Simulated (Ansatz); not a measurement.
Molecule: triiodo(methyl)silane, CH$_{3}$I$_{3}$Si, charge 0, multiplicity 1. SMILES: I[Si](C)(I)I
Geometry: optimised at B3LYP-D3(BJ)/def2-TZVP (Ansatz, a quantum-chemistry and plane-wave program).

Computed values are from Ansatz. Valence correlation only, unless marked. UHF or UKS for open shells. Spin-orbit coupling is left out. The frozen core is the preceding noble-gas configuration, with the filled d and f shells of earlier blocks. In def2 rows, elements after Kr have scalar-relativistic effective core potentials. Basis-set limits of correlation are two-point, X^-3; Hartree-Fock from the larger set. [CCSD(T)-MP2]/basis is that difference in the basis named.

### Question
What is the atomisation energy De at CCSD(T)/CBS(def2-TZVPPD,def2-QZVPPD)?

### Answer
588.1 kcal/mol.

### Question
What is the T1 diagnostic at CCSD/def2-QZVPPD?

### Answer
0.011.

### Question
What is the vertical electron affinity (to the doublet; negative means unbound) at RI-MP2/CBS(def2-TZVPPD,def2-QZVPPD)+[CCSD(T)-MP2]/def2-TZVPPD?

### Answer
0.46 eV.

### Question
What is the total energy at CCSD(T)/CBS(def2-TZVPPD,def2-QZVPPD)?

### Answer
-1219.6474 Eh.

### Question
What is the dipole moment at CCSD(T)/def2-SVPD?

### Answer
1.41 D.
